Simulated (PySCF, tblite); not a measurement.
Isomers of [C5H8P3]- (charge -1), one GFN2-xTB conformer each. Single-point energies are computed at PBE0/pcSseg-1 (PySCF, gas phase, no added dispersion term), electronic only.

Task: Rank them by PBE0/pcSseg-1 energy, lowest first (kJ/mol).
A. `[CH3:1][CH:2]([CH3:3])[c:4]1[p:5][p:6][cH:7][p-:8]1` (charge -1) with C1–C2–C4–P5 -60°
B. `[CH3:1][CH2:2][c:3]1[p:4][p:5][c:6]([CH3:7])[p-:8]1` (charge -1) with C1–C2–C3–P4 -97°

Result: A (0.0), B (8.4).

Neighbours under 21 kJ/mol apart (CC(C)c1ppc[p-]1 and CCc1ppc(C)[p-]1) can change places with a better method, another conformer or zero-point energy. GFN2-xTB itself gives, in the same order: 0.0, 11.3. Both levels put the same isomer lowest.

Task: What happens when harmonic zero-point energies from GFN2-xTB frequencies are added?

Result: 
```
         SMILES  ZPE (kJ/mol)  electronic (kJ/mol)  with ZPE (kJ/mol)
CC(C)c1ppc[p-]1         309.6                  0.0                0.0
CCc1ppc(C)[p-]1         308.7                  8.4                7.4
```

The zero-point energies span 0.9 kJ/mol. The order is unchanged.
